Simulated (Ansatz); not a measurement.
Z-matrix (Å, degrees):
```
C
O 1 1.391
F 1 1.383 2 110.7
Ge 1 2.000 2 91.1 3 -114.0
H 1 1.092 2 110.4 3 117.8
C 2 1.442 1 106.2 3 98.7
H 4 1.535 1 118.8 2 125.7
H 4 1.536 1 116.4 2 -97.4
H 6 1.090 2 109.8 1 135.7
H 6 1.093 2 111.3 1 -102.5
```

Total charge 0; spin multiplicity 1.

Question: List the ωB97M-V/def2-TZVPP orbital energies in eV (Ansatz 0.2.0). (Estimate.)

Answer: The calculation gave: Occupied: -10866.75, -1362.60, -1210.34, -1210.32, -1210.31, -677.21, -526.70, -284.68, -282.86, -174.38, -123.65, -123.61, -123.59, -36.47, -36.42, -36.42, -36.41, -36.37, -36.21, -32.21, -22.59, -20.92, -18.20, -17.20, -16.39, -15.59, -14.93, -14.46, -13.22, -12.19, -11.13, -10.41, -10.15. Lowest empty: 1.57, 2.66, 2.85, 3.26, 3.79, 4.33, 4.67, 4.90.
